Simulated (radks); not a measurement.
Results of a calculation; reference values are marked as such.
The nuclear charge of the gallium ion Ga2+ is varied continuously with 29 electrons held in [Ar] 3d10 4s1. Code: a radial shooting solver on a logarithmic mesh with Libxc functionals. Model: Dirac Kohn-Sham, PBEsol, spin-unpolarised, spherical densities, point nucleus. By the Hellmann-Feynman theorem dE/dZ = E(electron-nucleus)/Z, the electronic potential at the nucleus.

Z,E (hartree),E(electron-nucleus)/Z (hartree),HOMO,e(HOMO) (eV),<r> HOMO (bohr)
30,-1794.30230,-144.012,4s1/2,-13.984,2.390
30.25,-1830.50808,-145.634,4s1/2,-16.765,2.298
30.5,-1867.11894,-147.253,4s1/2,-19.703,2.214
30.75,-1904.13444,-148.871,4s1/2,-22.793,2.139
31,-1941.55426,-150.488,4s1/2,-26.030,2.070
31.25,-1979.37817,-152.104,4s1/2,-29.411,2.007
31.5,-2017.60600,-153.719,4s1/2,-32.932,1.949
31.75,-2056.23762,-155.334,4s1/2,-36.590,1.895
32,-2095.27299,-156.949,4s1/2,-40.384,1.844

The central difference of E at Z = 31 is -150.487 hartree, to compare with the third column; the second derivative is -6.47 hartree.
